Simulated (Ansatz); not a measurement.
Reading a saddle point

A first-order saddle point of Si2H5Cl3O, closed shell, PBE0-D4/def2-TZVP, with one imaginary mode of 1282i cm⁻¹:

Si1  (-0.103, -1.080, -0.908)
H2  (1.304, -1.684, -0.254)
Cl3  (0.811, -1.014, -2.742)
Cl4  (-1.060, -2.814, -0.380)
Cl5  (-1.797, 0.097, -1.354)
H6  (1.190, -0.740, 0.376)
O7  (0.397, 0.059, 0.357)
Si8  (-0.111, 1.518, 1.074)
H9  (-0.123, 2.574, 0.043)
H10  (-1.434, 1.308, 1.691)
H11  (0.926, 1.777, 2.098)
(Å)

Ansatz 0.2.0; basis: def2-TZVPP and def2-QZVPP; cores frozen in the correlated methods. Extrapolation: Hartree–Fock as exp(−7.88 √X), correlation as X^−2.97.

Q: Which contacts change along the imaginary mode, and what lies on either side? (A judgement: the text doesn't fix the answer.)

A: The calculation gives: The step is SiHCl₃ ([Cl][SiH]([Cl])[Cl]) + SiH₄O ([OH][SiH3]) → Si₂H₃Cl₃O ([SiH3][O][Si]([Cl])([Cl])[Cl]) + H₂, with the molecules in contact on both sides. Shortening one way: Si1–O7, H2–H6; lengthening the same way: Si1–H2, H6–O7.
| pair | one side (Å) | saddle (Å) | other side (Å) |
| --- | --- | --- | --- |
| Si1–O7 | 3.18 | 1.77 | 1.60 |
| H2–H6 | 3.20 | 1.14 | 0.75 |
| Si1–H2 | 1.46 | 1.66 | 4.17 |
| H6–O7 | 0.96 | 1.13 | 2.81 |

Q: Which side is lower, and how far does the saddle lie above each? (Judge from chemistry; the value comes from the calculation.)

A: By the calculation: The side with Si1–O7, H2–H6 short is lower by 22.77 kcal/mol; the saddle lies 58.30 kcal/mol above it and 35.53 kcal/mol above the other (CCSD(T) at an estimated basis limit (MP2 extrapolated from triple and quadruple zeta, plus CCSD(T) − MP2 in triple zeta); electronic energies).

The T1 diagnostic stays at or below 0.011.

Labels in which every atom is bracketed show which atoms are joined, not bond orders.

For scale, one of the runs: CCSD(T)/def2-TZVPP, 311 basis functions, launched by `ansatz run in.yaml --threads 4 --pin off --events-out ev --progress --plain --max-ram 66560MiB --backend cuda --devices 0, --max-vram 37GiB`. Hardware: 4 CPU threads of an AMD EPYC 7R13 and a share of one NVIDIA H100, shared host. Wall time 14 s; peak host memory 0.84 GiB.
